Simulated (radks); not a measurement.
All-electron atom: Sr22+ in [Ne] 3s2 3p4. Calculated with a radial shooting solver on a logarithmic mesh with Libxc functionals: Dirac Kohn-Sham, exchange-only PBE, spin-unpolarised, spherical densities, finite nucleus; open shells fill j = l - 1/2 first; Fermi nuclear charge, rms radius 4.224 fm.

Unscreened Slater integrals over Kohn-Sham orbitals (hartree). Large and small components are both included. Empty in this configuration: 3d3/2.

\begin{tabular}{lr}
integral & value \\ \hline
F0(3p3/2,3p3/2) & 2.1190 \\
F2(3p3/2,3p3/2) & 1.0695 \\
F0(3p3/2,3p1/2) & 2.1355 \\
G2(3p3/2,3p1/2) & 1.0742 \\
F0(3p3/2,3s1/2) & 2.0960 \\
G1(3p3/2,3s1/2) & 1.3681 \\
F0(3p3/2,2p3/2) & 2.8125 \\
F2(3p3/2,2p3/2) & 0.69343 \\
G0(3p3/2,2p3/2) & 0.27655 \\
G2(3p3/2,2p3/2) & 0.30113 \\
F0(3p3/2,3d3/2) & 2.2186 \\
F2(3p3/2,3d3/2) & 1.0717 \\
G1(3p3/2,3d3/2) & 1.1552 \\
G3(3p3/2,3d3/2) & 0.76909 \\
F0(3p1/2,3p1/2) & 2.1525 \\
F0(3p1/2,3s1/2) & 2.1115 \\
G1(3p1/2,3s1/2) & 1.3667 \\
F0(3p1/2,2p3/2) & 2.8506 \\
G2(3p1/2,2p3/2) & 0.29933 \\
F0(3p1/2,3d3/2) & 2.2388 \\
G1(3p1/2,3d3/2) & 1.1895 \\
F0(3s1/2,3s1/2) & 2.0781 \\
F0(3s1/2,2p3/2) & 2.7271 \\
G1(3s1/2,2p3/2) & 0.27106 \\
F0(3s1/2,3d3/2) & 2.1936 \\
G2(3s1/2,3d3/2) & 0.87873 \\
F0(2p3/2,2p3/2) & 6.0795 \\
F2(2p3/2,2p3/2) & 2.8902 \\
F0(2p3/2,3d3/2) & 3.0399 \\
F2(2p3/2,3d3/2) & 0.89220 \\
G1(2p3/2,3d3/2) & 0.80639 \\
G3(2p3/2,3d3/2) & 0.46424 \\
F0(3d3/2,3d3/2) & 2.3866 \\
F2(3d3/2,3d3/2) & 1.2267 \\
\end{tabular}
